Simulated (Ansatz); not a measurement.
A CCSD(T) single point on CH6BNOS, SMILES `BOC(N)S`.

```yaml
crystal:
  periodic: [false, false, false]
  atoms:
    - {symbol: B, position_ang: [-1.383326, 1.116832, -0.345877]}
    - {symbol: O, position_ang: [-0.102612, 0.832980, -0.056665]}
    - {symbol: C, position_ang: [0.351371, -0.520396, 0.049035]}
    - {symbol: N, position_ang: [0.950373, -0.814570, 1.292133]}
    - {symbol: S, position_ang: [1.619397, -0.834123, -1.213514]}
    - {symbol: H, position_ang: [-1.686706, 2.271721, -0.398934]}
    - {symbol: H, position_ang: [-2.169450, 0.226046, -0.536063]}
    - {symbol: H, position_ang: [-0.506062, -1.178817, -0.110253]}
    - {symbol: H, position_ang: [0.280430, -0.793361, 2.048902]}
    - {symbol: H, position_ang: [1.718451, -0.187024, 1.492849]}
    - {symbol: H, position_ang: [0.993335, -0.176189, -2.201011]}
basis:
  gaussian: {orbitals: def2-TZVPP}
correlation: {method: ccsd_t}
```

```sh
$ ansatz run in.yaml --threads 4 --pin off --events-out ev --progress --plain --max-ram 10444MiB
```

Output of Ansatz, abridged:

```
Functional definition: HF
  name "HF"
  cite "Fock, Z. Phys. 61, 126 (1930) doi:10.1007/BF01340294"
  parent pbe
  exchange = exact_x
  correlation = 0
1486 factors; integrals over basis functions are off by at most 1.1e-3 eV
mean field evaluation 1: about -16132.3042 eV, gradient 4.1e1 eV
mean field evaluation 2: about -16132.5906 eV, gradient 4.1e1 eV
mean field evaluation 4: about -16136.3848 eV, gradient 4.5e0 eV
mean field evaluation 8: about -16136.4609 eV, gradient 3.9e-1 eV
mean field evaluation 16: about -16136.4616 eV, gradient 1.8e-6 eV
mean field -16136.46161904 eV, -593.0040268134 hartree, gradient 1.8e-6 eV, S^2 0.000000; 0 other end points of the search recorded, 0 dependent functions left out
9 core orbitals not correlated: weight in the atoms' cores, before any rotation towards them, 1.000 or more for the frozen orbitals, at most 0.000 for the correlated occupied ones
reference -16136.46161904 eV, -593.0040268134 hartree; 15, 15 occupied and 226, 226 virtual orbitals, 1486 factors
second order -24.48014906 eV of doubles, -0.00000000 eV of singles
cycle   1  -24.90414942 eV  change   -4.2e-1 eV  update   1.1e-1
cycle   2  -25.53190274 eV  change   -6.3e-1 eV  update   3.2e-2
cycle   3  -25.67392344 eV  change   -1.4e-1 eV  update   1.8e-2
cycle   4  -25.65813681 eV  change    1.6e-2 eV  update   5.0e-3
cycle   5  -25.65770258 eV  change    4.3e-4 eV  update   2.6e-3
cycle   6  -25.65836633 eV  change   -6.6e-4 eV  update   7.9e-4
cycle   7  -25.65796270 eV  change    4.0e-4 eV  update   3.1e-4
cycle   8  -25.65792233 eV  change    4.0e-5 eV  update   8.7e-5
cycle   9  -25.65796781 eV  change   -4.5e-5 eV  update   3.6e-5
cycle  10  -25.65796825 eV  change   -4.4e-7 eV  update   1.3e-5
perturbative correction -1.06188307 eV, -0.0390234831 hartree
Total energy: -16163.18147037 eV, -593.9859632381 hartree
```

Run time 2.6 min (4 threads of an Arm Neoverse V1 on a shared host); peak host memory 5.5 GiB.

The correlation energy is -26.720 eV, 4.0 % of it from (T); the T1 diagnostic reads 0.0135.
